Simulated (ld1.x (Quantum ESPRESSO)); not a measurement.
**revPBE RRKJ dataset for terbium, scalar-relativistic all-electron reference.**

ld1.x (Quantum ESPRESSO) 7.5 was run on this input:

```
&input
   title='Tb', zed=65., rel=1, dft='REVPBE', iswitch=3,
   config='[Xe] 4f9 5d0 6s2 6p0',
   nld=4, rlderiv=3.65, eminld=-5.0, emaxld=5.0, deld=0.02
 /
 &inputp
   pseudotype=2, tm=.false., rho0=0.02, lloc=1,
   nlcc=.false.,
   file_pseudopw='Tb.UPF', file_wfcaegen='ae.wfc', file_wfcncgen='nc.wfc', file_beta='beta', file_chi='chi'
 /
4
5S  1  0   2.00   0.00  2.10  2.10  0.0
5D  3  2   0.00   0.00  3.35  3.35  0.0
4F  4  3   9.00   0.00  1.15  1.15  0.0
5P  2  1   6.00   0.00  1.40  1.40  0.0
 &test
   configts(1)='4f9 5s2 5p6 5d0 6s2 6p0'
 /
```

Command:

```bash
ld1.x < Tb.in > Tb.out
```

The program printed (shortened: banner, matrices, multipoles, cross overlaps and the repeated all-electron block are left out):

```
Program LD1 v.7.5
     --------------------------- All-electron run ----------------------------

     Tb
     scalar relativistic calculation

     atomic number is 65.00
     dft =REVPBE   lsd =0 sic =0 latt =0  beta=0.20 tr2=1.0E-14
     Exchange-correlation= REVPBE
                           (   1   4   4   4   0   0   0)
     mesh =1263 r(mesh) =  99.54529 a.u. xmin = -7.00 dx = 0.01250
     1 Ry =  13.60569312 eV, c = 137.03599908

     n l     nl                  e(Ry)          e(Ha)          e(eV)
     1 0     1S 1( 2.00)     -3811.9147     -1905.9574    -51863.7419
     2 0     2S 1( 2.00)      -631.8932      -315.9466     -8597.3446
     2 1     2P 1( 6.00)      -561.4132      -280.7066     -7638.4162
     3 0     3S 1( 2.00)      -140.1531       -70.0765     -1906.8797
     3 1     3P 1( 6.00)      -118.4230       -59.2115     -1611.2275
     4 0     4S 1( 2.00)       -27.7601       -13.8801      -377.6958
     4 1     4P 1( 6.00)       -20.6084       -10.3042      -280.3921
     3 2     3D 1(10.00)       -90.1425       -45.0712     -1226.4512
     5 0     5S 1( 2.00)        -3.4899        -1.7450       -47.4829
     5 1     5P 1( 6.00)        -1.8248        -0.9124       -24.8282
     4 2     4D 1(10.00)       -10.7985        -5.3992      -146.9209
     4 3     4F 1( 9.00)        -0.2209        -0.1104        -3.0051
     5 2     5D 1( 0.00)        -0.0921        -0.0460        -1.2526
     6 0     6S 1( 2.00)        -0.2686        -0.1343        -3.6548
     6 1     6P 1( 0.00)        -0.0859        -0.0429        -1.1687

     final scf error:  7.8E-16 reached in  29 iterations

     Etot =  -23418.492035 Ry,  -11709.246017 Ha, -318624.816025 eV

     Ekin =   25207.858505 Ry,   12603.929253 Ha,  342970.387109 eV
     Encl =  -57233.207447 Ry,  -28616.603724 Ha, -778697.456969 eV
     Eh   =    9119.211001 Ry,    4559.605501 Ha,  124073.186404 eV
     Exc  =    -512.354094 Ry,    -256.177047 Ha,   -6970.932569 eV

     normalization and overlap integrals

     s(1S/1S) =  1.000000  <r> =   0.0215  <r2> =    0.0006  r(max) =   0.0136
     s(2S/2S) =  1.000000  <r> =   0.0915  <r2> =    0.0099  r(max) =   0.0772
     s(2P/2P) =  1.000000  <r> =   0.0809  <r2> =    0.0080  r(max) =   0.0632
     s(3S/3S) =  1.000000  <r> =   0.2393  <r2> =    0.0654  r(max) =   0.2205
     s(3P/3P) =  1.000000  <r> =   0.2381  <r2> =    0.0657  r(max) =   0.2150
     s(4S/4S) =  1.000000  <r> =   0.5414  <r2> =    0.3308  r(max) =   0.5031
     s(4P/4P) =  1.000000  <r> =   0.5736  <r2> =    0.3743  r(max) =   0.5289
     s(3D/3D) =  1.000000  <r> =   0.2165  <r2> =    0.0551  r(max) =   0.1761
     s(5S/5S) =  1.000000  <r> =   1.3268  <r2> =    1.9827  r(max) =   1.1772
     s(5P/5P) =  1.000000  <r> =   1.5719  <r2> =    2.8172  r(max) =   1.3507
     s(4D/4D) =  1.000000  <r> =   0.6237  <r2> =    0.4517  r(max) =   0.5491
     s(4F/4F) =  1.000001  <r> =   0.9097  <r2> =    1.1631  r(max) =   0.5561
     s(5D/5D) =  1.000000  <r> =   3.5057  <r2> =   15.9684  r(max) =   2.1183
     s(6S/6S) =  1.000000  <r> =   4.1886  <r2> =   20.0072  r(max) =   3.5364
     s(6P/6P) =  1.000000  <r> =   6.0718  <r2> =   42.7826  r(max) =   4.8337

     ------------------------ End of All-electron run ------------------------

     --------------------- Generating NC pseudopotential ---------------------

      Generating local pot.: lloc=1, matching radius rcloc =   1.4000

      Wfc   5S  rcut= 2.118  Estimated cut-off energy=       12.26 Ry
      Using 4 Bessel functions for this wfc, rho(0) = 0.020
      This function has    0 nodes for 0 < r <    2.118

      Wfc   5D  rcut= 3.322  Estimated cut-off energy=       21.02 Ry
      This function has    0 nodes for 0 < r <    3.322

      Wfc   4F  rcut= 1.163  Estimated cut-off energy=      219.14 Ry
      This function has    0 nodes for 0 < r <    1.163

     ------------------- End of pseudopotential generation -------------------

     Computing logarithmic derivative in   3.64874
     Message from routine compute phi:
     negative determinant

      ld=  -0.173129 f2ae  0.083261 faenor  0.576706

       Warning: n=3, l=1 expected 1 nodes, found 0
       Setting wfc to zero for this iteration
       (This warning will only be printed once per wavefunction)

     Computing logarithmic derivative in   3.64874
     Computing the partial wave expansion
     R is outside the sphere for l=    0 j= 0.00
       no projector for channel:   1
     R is outside the sphere for l=    2 j= 0.00
     R is outside the sphere for l=    3 j= 0.00

     ---------------------- Testing the pseudopotential ----------------------

     Tb
     scalar relativistic calculation

     atomic number is 65.00   valence charge is 19.00
     dft =REVPBE   lsd =0 sic =0 latt =0  beta=0.20 tr2=1.0E-14
     mesh =1263 r(mesh) =  99.54529 xmin = -7.00 dx = 0.01250

     n l     nl             e AE (Ry)        e PS (Ry)    De AE-PS (Ry)
     4 3     4F   1( 9.00)       -0.22087       -0.22087       -0.00000
     1 0     5S   1( 2.00)       -3.48993       -3.48993       -0.00000
     2 1     5P   1( 6.00)       -1.82484       -1.82485        0.00002
     3 2     5D   1( 0.00)       -0.09206       -0.09206       -0.00000
     2 0     6S   1( 2.00)       -0.26862       -0.27748        0.00886  !
     3 1     6P   1( 0.00)       -0.08590       -0.08590        0.00000

     eps = 7.0E-15  iter = 21

     Etot =  -23418.492035 Ry,  -11709.246017 Ha, -318624.816025 eV
     Etotps =  -250.001251 Ry,    -125.000625 Ha,   -3401.440300 eV

     Ekin =     264.460469 Ry,     132.230234 Ha,    3598.167983 eV
     Encl =    -503.459739 Ry,    -251.729870 Ha,   -6849.918712 eV
     Ehrt =     237.375429 Ry,     118.687714 Ha,    3229.657241 eV
     Ecxc =     -26.344750 Ry,     -13.172375 Ha,    -358.438578 eV
     Epseu=    -222.032660 Ry,    -111.016330 Ha,   -3020.908234 eV

     ---------------------- End of pseudopotential test ----------------------
```

Generation and configuration tests took about 6.8 s on one core of a shared server CPU.

Transferability test of the new file with ld1.x, input:

```
&input
   title='Tb', zed=65., rel=1, dft='REVPBE', iswitch=2,
   config='[Xe] 4f9 5d0 6s2 6p0'
 /
 &test
   file_pseudo='Tb.UPF', nconf=8,
   configts(1)='4f9 5s2 5p6 5d0 6s2 6p0',
   configts(2)='4f9 5s2 5p6 5d0 6s1 6p0',
   configts(3)='4f9 5s2 5p6 5d0 6s0 6p0',
   configts(4)='4f8 5s2 5p6 5d0 6s0 6p0',
   configts(5)='4f9 5s2 5p6 5d1 6s0 6p0',
   configts(6)='4f10 5s2 5p6 5d0 6s0 6p0',
   configts(7)='4f9 5s2 5p6 5d0 6s1 6p1',
   configts(8)='4f7 5s2 5p6 5d0 6s0 6p0'
 /
```

```bash
ld1.x < Tb.test.in > Tb.test.out
```

Pseudopotential blocks of its output, shortened (energy terms left out; the distinct warnings before each block abridged to one line each):

```
     Warning: n=1, l=0 expected 0 nodes, found 1
     Warning: n=3, l=1 expected 1 nodes, found 0
     ---------------------- Testing the pseudopotential ----------------------

     n l     nl             e AE (Ry)        e PS (Ry)    De AE-PS (Ry)
     4 3     4F   1( 9.00)       -0.22087       -0.22087       -0.00000
     1 0     5S   1( 2.00)       -3.48993       -3.48993       -0.00000
     2 1     5P   1( 6.00)       -1.82484       -1.82485        0.00002
     3 2     5D   1( 0.00)       -0.09206       -0.09206       -0.00000
     2 0     6S   1( 2.00)       -0.26862       -0.27748        0.00886  !
     3 1     6P   1( 0.00)       -0.08590       -0.08590        0.00000

     eps = 4.4E-15  iter = 21

     Etot =  -23418.492035 Ry,  -11709.246017 Ha, -318624.816025 eV
     Etotps =  -250.001252 Ry,    -125.000626 Ha,   -3401.440309 eV

     ---------------------- End of pseudopotential test ----------------------

          ---------------------- Testing the pseudopotential ----------------------

     n l     nl             e AE (Ry)        e PS (Ry)    De AE-PS (Ry)
     4 3     4F   1( 9.00)       -0.68527       -0.69394        0.00868  !
     1 0     5S   1( 2.00)       -3.95916       -3.96700        0.00783  !
     2 1     5P   1( 6.00)       -2.29313       -2.30086        0.00773  !
     3 2     5D   1( 0.00)       -0.50415       -0.50933        0.00519  !
     2 0     6S   1( 1.00)       -0.63296       -0.64904        0.01608  !
     3 1     6P   1( 0.00)       -0.39226       -0.11768       -0.27458  !

     eps = 2.5E-15  iter = 24

     Etot =  -23418.045237 Ry,  -11709.022618 Ha, -318618.737033 eV
     Etotps =  -249.542047 Ry,    -124.771023 Ha,   -3395.192511 eV
     dEtot_ae =       0.446798 Ry
     dEtot_ps =       0.459205 Ry,   Delta E=      -0.012407 Ry

     ---------------------- End of pseudopotential test ----------------------

          ---------------------- Testing the pseudopotential ----------------------

     n l     nl             e AE (Ry)        e PS (Ry)    De AE-PS (Ry)
     4 3     4F   1( 9.00)       -1.23131       -1.25316        0.02185  !
     1 0     5S   1( 2.00)       -4.51067       -4.52927        0.01860  !
     2 1     5P   1( 6.00)       -2.84019       -2.85803        0.01784  !
     3 2     5D   1( 0.00)       -0.99386       -1.00574        0.01188  !
     2 0     6S   1( 0.00)       -1.05356       -1.07985        0.02630  !
     3 1     6P   1( 0.00)       -0.74796       -0.75670        0.00874  !

     eps = 2.0E-15  iter = 17

     Etot =  -23417.207330 Ry,  -11708.603665 Ha, -318607.336727 eV
     Etotps =  -248.682805 Ry,    -124.341402 Ha,   -3383.501924 eV
     dEtot_ae =       1.284705 Ry
     dEtot_ps =       1.318447 Ry,   Delta E=      -0.033742 Ry

     ---------------------- End of pseudopotential test ----------------------

          Warning: n=4, l=3 expected 0 nodes, found 1
     ---------------------- Testing the pseudopotential ----------------------

     n l     nl             e AE (Ry)        e PS (Ry)    De AE-PS (Ry)
     4 3     4F   1( 8.00)       -2.51031       -2.54632        0.03601  !
     1 0     5S   1( 2.00)       -5.61827       -5.65113        0.03286  !
     2 1     5P   1( 6.00)       -3.87309       -3.89223        0.01914  !
     3 2     5D   1( 0.00)       -1.81618       -1.81036       -0.00582  !
     2 0     6S   1( 0.00)       -1.67782       -1.72621        0.04839  !
     3 1     6P   1( 0.00)       -1.28065       -1.29353        0.01288  !

     eps = 1.2E-15  iter = 17

     Etot =  -23415.352737 Ry,  -11707.676368 Ha, -318582.103706 eV
     Etotps =  -246.801682 Ry,    -123.400841 Ha,   -3357.907950 eV
     dEtot_ae =       3.139298 Ry
     dEtot_ps =       3.199569 Ry,   Delta E=      -0.060272 Ry

     ---------------------- End of pseudopotential test ----------------------

          ---------------------- Testing the pseudopotential ----------------------

     n l     nl             e AE (Ry)        e PS (Ry)    De AE-PS (Ry)
     4 3     4F   1( 9.00)       -0.56216       -0.58644        0.02428  !
     1 0     5S   1( 2.00)       -3.82806       -3.84695        0.01889  !
     2 1     5P   1( 6.00)       -2.17030       -2.18620        0.01590  !
     3 2     5D   1( 1.00)       -0.42438       -0.43461        0.01023  !
     2 0     6S   1( 0.00)       -0.57762       -0.59564        0.01802  !
     3 1     6P   1( 0.00)       -0.35485       -0.10645       -0.24839  !

     eps = 7.8E-15  iter = 27

     Etot =  -23417.904080 Ry,  -11708.952040 Ha, -318616.816494 eV
     Etotps =  -249.391569 Ry,    -124.695784 Ha,   -3393.145152 eV
     dEtot_ae =       0.587955 Ry
     dEtot_ps =       0.609683 Ry,   Delta E=      -0.021728 Ry

     ---------------------- End of pseudopotential test ----------------------

          BEWARE! Errors in PS-KS equations
     Warning: n=2, l=0 expected 1 nodes, found 3
     Warning: n=2, l=1 expected 0 nodes, found 1
     Warning: n=3, l=2 expected 0 nodes, found 3
     ---------------------- Testing the pseudopotential ----------------------

     n l     nl             e AE (Ry)        e PS (Ry)    De AE-PS (Ry)
     4 3     4F   1(10.00)       -0.26134       -0.00706       -0.25429  !
     1 0     5S   1( 2.00)       -3.61604       -1.28724       -2.32880  !
     2 1     5P   1( 6.00)       -1.99562       -0.00000       -1.99562  !
     3 2     5D   1( 0.00)       -0.35258       -0.35258        0.00000
     2 0     6S   1( 0.00)       -0.53727       -0.53727        0.00000
     3 1     6P   1( 0.00)       -0.33006       -0.33006        0.00000

     eps = 5.1E-15  iter =131

     Etot =  -23417.919111 Ry,  -11708.959556 Ha, -318617.021005 eV
     Etotps =   -17.524827 Ry,      -8.762413 Ha,    -238.437412 eV
     dEtot_ae =       0.572923 Ry
     dEtot_ps =     232.476425 Ry,   Delta E=    -231.903502 Ry

     ---------------------- End of pseudopotential test ----------------------

          BEWARE! Errors in PS-KS equations
     ---------------------- Testing the pseudopotential ----------------------

     n l     nl             e AE (Ry)        e PS (Ry)    De AE-PS (Ry)
     4 3     4F   1( 9.00)       -0.32302       -0.38048        0.05746  !
     1 0     5S   1( 2.00)       -3.59608       -3.92364        0.32756  !
     2 1     5P   1( 6.00)       -1.92992       -2.86847        0.93856  !
     3 2     5D   1( 0.00)       -0.16542       -0.16542        0.00000
     2 0     6S   1( 1.00)       -0.32408       -0.14959       -0.17450  !
     3 1     6P   1( 1.00)       -0.13054       -0.00393       -0.12661  !

     eps = 4.5E-15  iter = 53

     Etot =  -23418.303461 Ry,  -11709.151731 Ha, -318622.250356 eV
     Etotps =   -28.635914 Ry,     -14.317957 Ha,    -389.611455 eV
     dEtot_ae =       0.188573 Ry
     dEtot_ps =     221.365338 Ry,   Delta E=    -221.176765 Ry

     ---------------------- End of pseudopotential test ----------------------

          ---------------------- Testing the pseudopotential ----------------------

     n l     nl             e AE (Ry)        e PS (Ry)    De AE-PS (Ry)
     4 3     4F   1( 7.00)       -3.98916       -4.02755        0.03840  !
     1 0     5S   1( 2.00)       -6.84432       -6.89622        0.05190  !
     2 1     5P   1( 6.00)       -5.01421       -5.03301        0.01880  !
     3 2     5D   1( 0.00)       -2.75691       -2.71561       -0.04130  !
     2 0     6S   1( 0.00)       -2.38074       -2.46640        0.08566  !
     3 1     6P   1( 0.00)       -1.89960       -1.91912        0.01953  !

     eps = 9.1E-15  iter = 21

     Etot =  -23412.114663 Ry,  -11706.057332 Ha, -318538.047469 eV
     Etotps =  -243.527996 Ry,    -121.763998 Ha,   -3313.367185 eV
     dEtot_ae =       6.377371 Ry
     dEtot_ps =       6.473255 Ry,   Delta E=      -0.095884 Ry

     ---------------------- End of pseudopotential test ----------------------
```
